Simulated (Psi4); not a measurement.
Intermolecular potential of CH2O2 ··· CHN (SMILES O=CO and C#N). Monomers: optimised at B3LYP-D3(BJ) (def2-TZVP), held rigid. Orientation: a random orientation, not optimised. R is the distance of the centres of mass, along which the second monomer moves.

Geometry at R = 3.73 Å (first 5 atoms: monomer A):
```
8

O      0.8136    -0.5324    -0.0621
C     -0.4198     0.0009    -0.0491
O     -0.6803     1.1288     0.2544
H      1.4376     0.1588     0.2164
H     -1.1510    -0.7561    -0.3596
C     -3.9779     0.0603     0.5172
N     -3.3390    -0.0666     1.4603
H     -4.5725     0.1784    -0.3605
```

Methods: PBE0-D3(BJ)/def2-TZVP, counterpoise-corrected (Psi4); SAPT0/jun-cc-pVDZ, frozen core (Psi4).

Interaction energies in kcal/mol:

```
R / Å  PBE0-D3(BJ)/def2-TZVP
-----  ---------------------
3.10                    6.53
3.36                    1.99
3.54                    0.60
3.73                   -0.09
3.93                   -0.38
4.14                   -0.44
4.39                   -0.38
4.70                   -0.26
5.24                   -0.10
5.91                    0.00
6.95                    0.03
8.24                    0.03
```

**Question.** What does SAPT0/jun-cc-pVDZ give at the same points?

**Answer.** 3.10: 7.56; 3.36: 2.74; 3.54: 1.24; 3.73: 0.46; 3.93: 0.10; 4.14: -0.04; 4.39: -0.07; 4.70: -0.05; 5.24: 0.01; 5.91: 0.04; 6.95: 0.04; 8.24: 0.03 (kcal/mol).
